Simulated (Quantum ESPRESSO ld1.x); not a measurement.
Question: Species: Sb. Configuration: [Kr] 4d10 5s2 5p3 (the NIST ground configuration). All-electron calculation, scalar-relativistic Kohn-Sham, exchange-only LDA, spin-polarised, spherical densities, point nucleus; open shells are filled with parallel spins first. Program: ld1.x of Quantum ESPRESSO 7.5. Some entries of the table are withheld. Estimate them.

orbital  occ.  eigenvalue (hartree)  r(max) (bohr)  <r^2> (bohr^2)
1s up       1            -1112.3231          0.018        0.001096
1s down     1            -1112.3208          0.018        0.001096
2s up       1             -169.2266          0.103         0.01776
2s down     1             -169.2258          0.103         0.01776
2p up       3             -152.0028          0.083         0.01402
2p down     3             -152.0012          0.083         0.01402
3s up       1              -33.1005          0.300          0.1253
3s down     1              -33.0986          0.300          0.1253
3p up       3              -27.4860          0.293          0.1257
3p down     3              -27.4838          0.293          0.1257
3d up       5              -18.8921          0.244          0.1108
3d down     5              -18.8902          0.244          0.1108
4s up       1               -5.3947          0.723          0.7085
4s down     1               -5.3902          0.723          0.7077
4p up       3               -3.6727          0.759          0.8325
4p down     3               -3.6673          0.759          0.8300
4d up       5                   (1)          0.849           1.278
4d down     5                   (2)          0.849           1.250
5s up       1               -0.4669            (3)             (4)
5s down     1               -0.3838            (5)             (6)
5p up       3               -0.1767           2.36           9.995
5p down     0               -0.0843           2.31           11.03
6s up       0               -0.0131           6.27           80.50

Answer: 
(1) 4d up eigenvalue (hartree): -1.1779
(2) 4d down eigenvalue (hartree): -1.1650
(3) 5s up r(max) (bohr): 1.90
(4) 5s up <r^2> (bohr^2): 5.724
(5) 5s down r(max) (bohr): 1.86
(6) 5s down <r^2> (bohr^2): 5.534
